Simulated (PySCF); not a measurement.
Atomic charges against the basis set

Compound: C2H7ClSi2.
Geometry (PBE0-D3(BJ)/def2-SVP, Å), atoms numbered from 1 in this order:
```xyz
12
C2H7ClSi2 angstrom
Si     2.0498    1.3866    1.1294
C      0.2800    0.7548    1.0503
C     -0.8117    1.5329    1.0371
Si    -2.6031    0.9566    0.9577
Cl    -0.6450    3.2780    1.1003
H      2.3501    2.2554   -0.0471
H      2.2750    2.1638    2.3842
H      2.9659    0.2077    1.1134
H      0.0975   -0.3264    1.0110
H     -3.3313    1.4345    2.1687
H     -2.6146   -0.5351    0.9014
H     -3.2521    1.5258   -0.2588
```

PBE0 throughout (PySCF), one geometry, spherical d and f functions. Isolated species at its PBE0-D3(BJ)/def2-SVP geometry, gas phase. Atoms taken as equivalent share a column and are averaged. The first 7 of 8 kinds of atom are listed.

Mulliken charges (e):

| basis | functions | Si1 | C2 | C3 | Si4 | Cl5 | H6/H7/H8 | H9 |
| --- | --- | --- | --- | --- | --- | --- | --- | --- |
| STO-3G | 44 | +0.550 | -0.251 | -0.150 | +0.562 | -0.150 | -0.109 | +0.081 |
| 6-31G | 71 | +0.555 | -0.408 | -0.484 | +0.594 | +0.090 | -0.091 | +0.198 |
| pcSseg-0 | 71 | +0.566 | -0.644 | -0.619 | +0.630 | +0.039 | -0.037 | +0.259 |
| 6-31G* | 96 | +0.350 | -0.345 | -0.260 | +0.384 | +0.002 | -0.056 | +0.204 |
| cc-pVDZ | 117 | +0.251 | -0.108 | -0.243 | +0.321 | -0.056 | -0.036 | +0.054 |
| def2-SVP | 117 | +0.378 | -0.237 | -0.212 | +0.446 | -0.089 | -0.058 | +0.069 |
| pcSseg-1 | 141 | +0.536 | -0.343 | -0.391 | +0.601 | -0.087 | -0.074 | +0.141 |
| aug-cc-pVDZ | 190 | -0.480 | +0.737 | -0.383 | -0.569 | -0.203 | +0.242 | -0.511 |
| 6-311+G(2d,p) | 201 | +0.344 | -0.734 | +0.183 | +0.345 | +0.029 | -0.051 | +0.138 |
| def2-TZVP | 215 | +0.169 | -0.275 | -0.030 | +0.164 | -0.102 | -0.013 | +0.144 |
| cc-pVTZ | 260 | +0.194 | -0.248 | -0.062 | +0.212 | -0.110 | -0.020 | +0.135 |
| IGLO-III | 272 | +0.722 | -0.365 | -0.198 | +0.695 | +0.006 | -0.159 | +0.080 |

IAO charges (e):

```tsv
basis	functions	Si1	C2	C3	Si4	Cl5	H6/H7/H8	H9
STO-3G	44	+0.638	-0.386	-0.283	+0.643	-0.052	-0.118	+0.135
6-31G	71	+0.435	-0.387	-0.227	+0.459	-0.043	-0.068	+0.172
pcSseg-0	71	+0.425	-0.389	-0.246	+0.450	-0.033	-0.063	+0.169
6-31G*	96	+0.566	-0.414	-0.245	+0.588	-0.038	-0.104	+0.166
cc-pVDZ	117	+0.559	-0.419	-0.238	+0.579	-0.037	-0.102	+0.166
def2-SVP	117	+0.577	-0.418	-0.242	+0.597	-0.030	-0.108	+0.162
pcSseg-1	141	+0.581	-0.425	-0.251	+0.602	-0.036	-0.106	+0.166
aug-cc-pVDZ	190	+0.560	-0.426	-0.237	+0.581	-0.041	-0.101	+0.170
6-311+G(2d,p)	201	+0.592	-0.433	-0.250	+0.613	-0.035	-0.110	+0.170
def2-TZVP	215	+0.601	-0.435	-0.252	+0.622	-0.032	-0.112	+0.170
cc-pVTZ	260	+0.586	-0.432	-0.247	+0.607	-0.036	-0.108	+0.170
IGLO-III	272	+0.600	-0.437	-0.252	+0.621	-0.030	-0.112	+0.170
```

Hirshfeld charges (e):

| basis | functions | Si1 | C2 | C3 | Si4 | Cl5 | H6/H7/H8 | H9 |
| --- | --- | --- | --- | --- | --- | --- | --- | --- |
| STO-3G | 44 | +0.363 | -0.121 | -0.019 | +0.371 | -0.173 | -0.076 | +0.024 |
| 6-31G | 71 | +0.270 | -0.136 | -0.063 | +0.281 | -0.026 | -0.067 | +0.060 |
| pcSseg-0 | 71 | +0.291 | -0.143 | -0.068 | +0.301 | -0.022 | -0.070 | +0.046 |
| 6-31G* | 96 | +0.272 | -0.130 | -0.053 | +0.285 | -0.029 | -0.070 | +0.060 |
| cc-pVDZ | 117 | +0.288 | -0.138 | -0.060 | +0.299 | -0.012 | -0.074 | +0.053 |
| def2-SVP | 117 | +0.292 | -0.144 | -0.061 | +0.303 | -0.001 | -0.076 | +0.051 |
| pcSseg-1 | 141 | +0.293 | -0.144 | -0.064 | +0.303 | -0.010 | -0.075 | +0.052 |
| aug-cc-pVDZ | 190 | +0.293 | -0.154 | -0.077 | +0.303 | +0.001 | -0.073 | +0.055 |
| 6-311+G(2d,p) | 201 | +0.297 | -0.152 | -0.081 | +0.308 | -0.001 | -0.074 | +0.054 |
| def2-TZVP | 215 | +0.290 | -0.148 | -0.071 | +0.301 | -0.003 | -0.073 | +0.055 |
| cc-pVTZ | 260 | +0.288 | -0.145 | -0.068 | +0.300 | -0.007 | -0.073 | +0.054 |
| IGLO-III | 272 | +0.286 | -0.154 | -0.075 | +0.298 | +0.009 | -0.072 | +0.052 |

ESP-fitted charges (e):

```tsv
basis	functions	Si1	C2	C3	Si4	Cl5	H6/H7/H8	H9
STO-3G	44	+0.310	-0.169	+0.048	+0.258	-0.193	-0.064	+0.080
6-31G	71	+0.353	-0.229	-0.085	+0.314	-0.095	-0.078	+0.157
pcSseg-0	71	+0.419	-0.314	-0.088	+0.374	-0.099	-0.086	+0.177
6-31G*	96	+0.261	-0.144	-0.133	+0.258	-0.056	-0.062	+0.138
cc-pVDZ	117	+0.200	-0.106	-0.149	+0.211	-0.039	-0.048	+0.127
def2-SVP	117	+0.255	-0.142	-0.143	+0.263	-0.033	-0.062	+0.131
pcSseg-1	141	+0.337	-0.177	-0.158	+0.328	-0.052	-0.078	+0.143
aug-cc-pVDZ	190	+0.231	-0.114	-0.141	+0.217	-0.046	-0.056	+0.128
6-311+G(2d,p)	201	+0.221	-0.118	-0.146	+0.214	-0.039	-0.053	+0.133
def2-TZVP	215	+0.225	-0.121	-0.125	+0.212	-0.041	-0.055	+0.129
cc-pVTZ	260	+0.238	-0.121	-0.128	+0.224	-0.045	-0.058	+0.127
IGLO-III	272	+0.221	-0.101	-0.164	+0.231	-0.022	-0.056	+0.124
```

Some averages cover members that differ in this geometry, most widely: H6/H7/H8, Mulliken in aug-cc-pVDZ +0.195 to +0.266; H6/H7/H8, Mulliken in pcSseg-1 -0.095 to -0.064; H6/H7/H8, Mulliken in pcSseg-0 -0.054 to -0.028 e.

Which scheme is steadiest as the basis changes?

Largest range over the bases for any column: Hirshfeld 0.18 e, IAO 0.21 e, ESP-fitted 0.22 e, Mulliken 1.47 e. Hirshfeld charges move least and Mulliken charges most, counted in e. Without the minimal STO-3G basis the ranges are Hirshfeld 0.04, IAO 0.18, ESP-fitted 0.22, Mulliken 1.47 e.

How much do the charges still move between the two largest bases, cc-pVTZ and IGLO-III?

At most, over all atoms: Mulliken 0.527 e, IAO 0.014 e, Hirshfeld 0.016 e, ESP-fitted 0.036 e.

What do the same runs give for the total energy, the frontier levels and the dipole moment?

| basis | energy (Eh) | HOMO (eV) | LUMO (eV) | μ (D) |
| --- | --- | --- | --- | --- |
| STO-3G | -1106.4632 | -5.42 | 2.79 | 2.00 |
| 6-31G | -1118.9145 | -7.62 | -0.86 | 1.68 |
| pcSseg-0 | -1117.6707 | -7.85 | -1.17 | 1.64 |
| 6-31G* | -1119.0151 | -7.62 | -1.05 | 1.46 |
| cc-pVDZ | -1119.0780 | -7.65 | -1.14 | 1.32 |
| def2-SVP | -1118.6917 | -7.68 | -1.19 | 1.22 |
| pcSseg-1 | -1119.0257 | -7.80 | -1.31 | 1.40 |
| aug-cc-pVDZ | -1119.0864 | -7.74 | -1.30 | 1.35 |
| 6-311+G(2d,p) | -1119.1283 | -7.76 | -1.37 | 1.34 |
| def2-TZVP | -1119.1375 | -7.75 | -1.34 | 1.29 |
| cc-pVTZ | -1119.1459 | -7.75 | -1.30 | 1.32 |
| IGLO-III | -1119.1357 | -7.71 | -1.31 | 1.18 |

The dipole is fixed by the density alone, so its range of 0.82 D shows that the density itself changes with the basis, not only its division among atoms.
